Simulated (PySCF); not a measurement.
A structure optimised at PBE-D3(BJ)/def2-SVP, used in a PySCF frequency run:

```
S
Si 1 2.1365
F 2 1.6423 1 110.62
H 2 1.4977 3 109.25 1 -116.72
H 2 1.4992 4 112.53 3 117.45
Ge 1 2.2647 2 97.31 4 176.63
H 6 1.5468 1 105.73 2 151.05
H 6 1.5469 7 110.90 1 -118.77
H 6 1.5502 7 111.21 8 -123.75
```
Charge 0, spin multiplicity 1.

Q: Write its SMILES and formula.

A: F[SiH2][S][GeH3], FGeH5SSi

Q: What are its rotational constants (standard atomic weights)?

A: 4.5413, 1.4116, 1.1670 GHz
